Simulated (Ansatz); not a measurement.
Reaction (ligand exchange at the Si–F bond): `F[SiH2]C[SiH3]` + H₂Se → `[SiH3]C[SiH2][SeH]` + H–F

Computed with Ansatz on PBE0-D4/def2-TZVP structures; ΔE is electronic, products minus reactants. CBS: MP2 limit from def2 TZ/QZ plus the TZ coupled-cluster correction, frozen cores. This one scheme is used for every species. Functionals use def2-TZVPP. HSE06 is defined as in plane-wave codes. For Se outer-core shells are correlated without core-valence functions, which leaves a few kJ/mol of doubt a bond. Scalar relativity is left out up to krypton. Each species was taken in one conformer, which may not be the lowest.

Is it downhill or uphill in electronic energy at CCSD(T)/CBS, and by how much? (An estimate is asked.)

Ansatz gave: Uphill: ΔE = +67.9 kJ/mol.

What do these levels give: BLYP-D4, ωB97X-V, r2SCAN, r2SCAN0, HSE06, CCSD/def2-SVP? (An estimate is asked.)

The calculation gave: BLYP-D4 75.0, ωB97X-V 77.2, r2SCAN 77.1, r2SCAN0 74.7, HSE06 67.8, CCSD/def2-SVP 78.5 kJ/mol.

Largest T1 diagnostic among the species: 0.011.

The D4 term adds −13.2 kJ/mol with B3LYP and −7.3 kJ/mol with PBE0; it sums over pairs of atoms, weighted by their polarisabilities, and B3LYP, whose exchange is more repulsive, gets the larger term. In def2-TZVPP, CCSD(T) changes the Hartree–Fock value by −27.1 kJ/mol (the triples alone add −4.5 kJ/mol) and MP2 by −33.6 kJ/mol. Leaving LDA and LC-ωPBE aside and taking each functional with its dispersion term where it has one, the values, not all of them listed here, spread over 29.2 kJ/mol, from revPBE-D4 to CAM-B3LYP-D4. LDA lies −3.2 kJ/mol from PBE without D4.

B3LYP here is the variant with VWN-RPA as its local correlation; programs differ in this.
